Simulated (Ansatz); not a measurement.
Compare A (`CN[CH2][GeH3]`) with its isomer B (`C[CH2][GeH2][NH2]`).

Gas-phase electronic energies from Ansatz, PBE0-D4/def2-TZVP geometries. CCSD(T)/CBS adds triple-zeta CCSD(T) − MP2 to the extrapolated MP2 energy (def2 sets, frozen cores). DFT in def2-TZVPP. For Ge outer-core shells are correlated without core-valence functions, which leaves a few kJ/mol of doubt a bond. Scalar relativity is left out up to krypton. Each species was taken in one conformer, which may not be the lowest.

Q: Which is lower in electronic energy at CCSD(T)/CBS, and by how much? (Best estimate.)

A: Computed: B, by 112.4 kJ/mol.

Q: Give E(B) − E(A) in kJ/mol with MP2/def2-TZVPP, B2PLYP, CCSD(T)/def2-TZVPP, r2SCAN-D4, CCSD/def2-TZVPP, HF/def2-TZVPP, ωB97M-V. (An estimate is asked.)

A: Ansatz gave: MP2/def2-TZVPP -118.7, B2PLYP -109.5, CCSD(T)/def2-TZVPP -111.7, r2SCAN-D4 -108.3, CCSD/def2-TZVPP -111.5, HF/def2-TZVPP -107.9, ωB97M-V -108.3. None reverses the order clearly.

Largest T1 diagnostic: 0.010.

From PBE to PBE0 (25 % exact exchange), in def2-TZVPP and without D4, E(B) − E(A) moves by −3.1 kJ/mol. In def2-TZVPP, CCSD(T) changes the Hartree–Fock value by −3.8 kJ/mol (the triples alone add −0.2 kJ/mol) and MP2 by −10.7 kJ/mol.
